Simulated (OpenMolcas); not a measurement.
**Mn VI: effect of the basis set**

```
Program             : OpenMolcas 26.06
Method              : SS-RASPT2, IPEA 0.25 Eh, imaginary shift 0.1 Eh (closed shells correlated: 3s)
Active space        : 8 electrons in 8 orbitals (RAS1 3p, at most 2 holes; RAS2 3d)
State averaging     : 2S+1 = 3 even, 10 roots; 2S+1 = 1 even, 15 roots
Spin-orbit coupling : RASSI with atomic mean-field integrals over the reference wave functions, term energies averaged over their components
```

A. ANO-RCC-VTZP [6s5p3d2f1g], DKH2, point nucleus; CASPT2 step of the order of 10 core-seconds
B. ANO-R2 [7s4p4d2f1g], X2C, finite nucleus; CASPT2 step of the order of 18 core-seconds
C. ANO-RCC-VQZP [7s6p4d3f2g1h], DKH2, point nucleus; CASPT2 step roughly 21 core-seconds

Energies in cm-1 above 3d2 3F2, the measured ground level; measured values from Corliss and Sugar, J. Phys. Chem. Ref. Data 6, 1253 (1977).

| Level | A | B | C | Measured |
| --- | --- | --- | --- | --- |
| 3d2 3F2 | 0.0 | 0.0 | 0.0 | 0.0 |
| 3d2 3F3 | 785 | 770 | 757 | 746 |
| 3d2 3F4 | 1772 | 1738 | 1710 | 1669 |
| 3d2 1D2 | 15780 | 15640 | 15430 | 15336 |
| 3d2 3P0 | 18710 | 18560 | 18440 | 17782 |
| 3d2 3P1 | 18990 | 18830 | 18710 | 18057 |
| 3d2 3P2 | 19620 | 19450 | 19320 | 18628 |
| 3d2 1G4 | 26140 | 26040 | 25730 | 25511 |
| 3d2 1S0 | 60230 | 59800 | 59580 |  |

Deviations, from unrounded energies. A percentage is the sum of absolute deviations over the sum of measured energies, with the sign that they share, or ± where signs differ.

| Against measurement | Levels | A | B | C |
| --- | --- | --- | --- | --- |
| mean absolute deviation (cm-1) | 7 | 580 | 470 | 340 |
| fine structure of the ground term (%) | 2 | +5.9 | +3.8 | +2.1 |
| other terms of the ground configuration (%) | 5 | +4.1 | +3.4 | +2.4 |

C lies closest to measurement on these levels and A furthest from it. The largest miss of C in the table is 3d2 3P2, by +690 cm-1. The ranking rests on the paired levels alone, and a cruder setting can come out closer through cancelling errors.

Among A to C the level of the table that moves most is 3d2 1S0, by 650 cm-1 (lowest in C, highest in A). Moves below CASPT2's spread within the term are not significant.

Term energies are means over components that CASPT2 splits; among the terms shown or strongly mixed into the levels shown the widest spread is 410 cm-1 (3d2 3F, B). Active for correlation alone: 3p; no level in the range computed is led by a configuration that opens it, so any true level of that kind is missing. Measured partners are found by configuration, term and J. A level has none where our copy of the source lacks it or the pairing is in doubt (some pairs that miss far off the trend of their configuration count as doubtful), and it then counts in no deviation. Levels of configurations outside the active space are missing.
